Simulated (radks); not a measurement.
Values are calculated unless marked as measured or tabulated.
All-electron atom: Lu III in [Xe] 4f14 7s1 (not the ground configuration). Level of theory: Dirac Kohn-Sham, BLYP, spin-unpolarised, spherical densities, point nucleus (a radial shooting solver on a logarithmic mesh with Libxc functionals).

Radial electron density D(r) = 4 pi r^2 rho(r):

| r (bohr) | D(r) (e/bohr) |
|---|---|
| 0.002186 | 21.07 |
| 0.002565 | 26.25 |
| 0.00301 | 32.39 |
| 0.003532 | 39.53 |
| 0.004179 | 48.06 |
| 0.004904 | 57.01 |
| 0.005754 | 66.46 |
| 0.006753 | 75.92 |
| 0.007925 | 84.74 |
| 0.0093 | 92.12 |
| 0.01091 | 97.25 |
| 0.01291 | 99.55 |
| 0.01515 | 98.63 |
| 0.01778 | 95.29 |
| 0.02086 | 91.06 |
| 0.02448 | 88.19 |
| 0.02873 | 89.10 |
| 0.03372 | 95.28 |
| 0.03988 | 106.8 |
| 0.0468 | 119.0 |
| 0.05493 | 127.3 |
| 0.06446 | 127.3 |
| 0.07564 | 118.4 |
| 0.08876 | 106.1 |
| 0.1042 | 98.82 |
| 0.1232 | 102.3 |
| 0.1446 | 112.1 |
| 0.1697 | 116.4 |
| 0.1991 | 105.7 |
| 0.2337 | 83.09 |
| 0.2742 | 62.84 |
| 0.3218 | 56.84 |
| 0.3807 | 63.27 |
| 0.4467 | 67.98 |
| 0.5243 | 62.06 |
| 0.6152 | 47.81 |
| 0.722 | 33.13 |
| 0.8472 | 23.05 |
| 0.9942 | 17.30 |
| 1.176 | 13.17 |
| 1.38 | 9.435 |
| 1.62 | 5.891 |
| 1.901 | 3.124 |
| 2.23 | 1.397 |
| 2.618 | 0.5162 |
| 3.072 | 0.1381 |
| 3.634 | 0.02703 |
| 4.264 | 0.08404 |
| 5.004 | 0.2137 |
| 5.872 | 0.2731 |
| 6.891 | 0.2031 |
| 8.087 | 0.09730 |
| 9.49 | 0.02979 |
| 11.23 | 0.005131 |
| 13.17 | 0.0005588 |

D(r) has 5 maxima, at r = 0.0133, 0.0595, 0.166, 0.447, 5.73 bohr, and minima at 0.0257, 0.108, 0.317, 3.69 bohr, inside which lie 2.01, 11.12, 29.85, 68.10 electrons.
